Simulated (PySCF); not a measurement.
Task: Write Cartesian coordinates for `FC/C=N\[SiH3]` as optimised with PBE0-D3(BJ)/def2-SVP.

Result: 
```
atom  x, y, z in Å
F1     0.382    1.484    1.341
C2     1.383    0.902    0.620
C3     0.865   -0.184   -0.281
N4    -0.322   -0.575   -0.412
Si5   -1.812   -0.035    0.357
H6     1.893    1.671    0.010
H7     2.135    0.475    1.309
H8     1.674   -0.664   -0.874
H9    -1.787   -0.257    1.834
H10   -2.108    1.397    0.046
H11   -2.913   -0.864   -0.211
```

Any rigid rotation of these coordinates is as good. Atoms count from 1 in this order. The 5 heavy atoms lie in one plane (0.001 Å rms). Of the pairs four or more bonds apart, F1···Si5 is among the closest relative to their van der Waals radii: 2.84 Å, 80 % of the sum of Bondi's values. Si5 (SiH3 silicon) is tetrahedral (angles from 106.7° to 111.8°).

Bonds between heavy atoms (Å): F1–C2 1.364, C2–C3 1.503, C3=N4 1.257, N4–Si5 1.761.

Computed with PySCF 2.14.0, PBE0-D3(BJ)/def2-SVP geometry optimisation, gas phase.

Point group: Cs (tolerance 0.08 Å). Not checked by PBE0-D3(BJ)/def2-SVP frequencies. The numbers are those of one conformer (F1–C2–C3–N4 0°).
